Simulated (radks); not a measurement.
Results of a calculation; reference values are marked as such.
Spin polarisation of the 5d9 shell in the platinum ion Pt+. Start: [Xe] 4f14 5d(up 4.5, down 4.5); electrons of 5d are moved from spin down to spin up, other shells keep equal spins. Level of theory: scalar-relativistic Kohn-Sham, LDA (Slater exchange, Perdew-Wang correlation), spin-polarised, spherical densities, finite nucleus; Fermi nuclear charge, rms radius of each element as measured or else 0.836 A^(1/3) + 0.57 fm (a radial shooting solver on a logarithmic mesh with Libxc functionals).

moment (Bohr magnetons),E - E(0) (eV),e(5d up) (eV),e(5d down) (eV),5p down minus up (eV),4f down minus up (eV)
0,0.000,-14.593,-14.593,0.000,0.000
0.25,-0.008,-14.660,-14.525,0.128,0.028
0.5,-0.034,-14.725,-14.455,0.256,0.055
0.75,-0.076,-14.789,-14.384,0.384,0.083
1,-0.135,-14.851,-14.311,0.512,0.111

At moment 1 the spin-polarisation energy is -0.135 eV and the 5d exchange splitting 0.540 eV, that is 0.540 eV per Bohr magneton; E = -I m^2/4 would give I = 0.540 eV.
